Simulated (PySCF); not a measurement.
**[Pr(H2O)4]3+: from a saddle point downhill**

PySCF 2.14.0, RKS PBE, Pr lcecp-1-SVP with ECP48, O def2-SVP, H def2-SVP; non-relativistic Hamiltonian with scalar-relativistic core potentials where named; density fitting; no spin-orbit coupling. Relaxed within the symmetry of its start, the geometry (D2d) is

```xyz
13

Pr    0.0000    0.0000    0.0000
O     1.3792    1.3859    1.3859
H     1.7534    1.1855    2.2841
H     1.7534    2.2841    1.1855
O    -1.3792   -1.3859    1.3859
H    -1.7534   -1.1855    2.2841
H    -1.7534   -2.2841    1.1855
O     1.3792   -1.3859   -1.3859
H     1.7534   -2.2841   -1.1855
H     1.7534   -1.1855   -2.2841
O    -1.3792    1.3859   -1.3859
H    -1.7534    2.2841   -1.1855
H    -1.7534    1.1855   -2.2841
```

and its lowest harmonic modes are -148, -80, -80, -29, 32, 48 cm⁻¹ (negative: unstable). It was moved along the lowest mode and relaxed again, within the group S4 that the move left.

Problem. Where does it end, and how much lower?

Solution. In S4, 0.051 eV lower, after 16 steps:
```xyz
13

Pr   -0.0001    0.0000    0.0000
O     1.4311    1.3886    1.3267
H     2.2374    1.1261    1.8447
H     1.3737    2.3682    1.4826
O    -1.4317   -1.3264    1.3886
H    -1.3734   -1.4830    2.3684
H    -2.2370   -1.8452    1.1262
O     1.4311   -1.3886   -1.3267
H     1.3737   -2.3682   -1.4826
H     2.2374   -1.1261   -1.8447
O    -1.4317    1.3264   -1.3886
H    -2.2370    1.8452   -1.1262
H    -1.3734    1.4830   -2.3684
```

Problem. How do the contacts change?

Solution. 
```json
{"contact": "Pr1–O2 (H2O)", "saddle (Å)": "2.397", "end (Å)": "2.395"}
{"contact": "Pr1–O5 (H2O)", "saddle (Å)": "2.397", "end (Å)": "2.395"}
{"contact": "Pr1–O8 (H2O)", "saddle (Å)": "2.397", "end (Å)": "2.395"}
{"contact": "Pr1–O11 (H2O)", "saddle (Å)": "2.397", "end (Å)": "2.395"}
```


Problem. Is the end a minimum?

Solution. Yes, as far as the noise of the softest modes lets one tell (those above −25 cm⁻¹ count as noise); lowest modes 20, 24, 33, 53, 56, 95 cm⁻¹.

An lcecp potential fixes the number of 4f electrons, so in runs with it no electron can move into or out of that shell.

State: singlet in the valence, with the 4f electrons in the core potential.
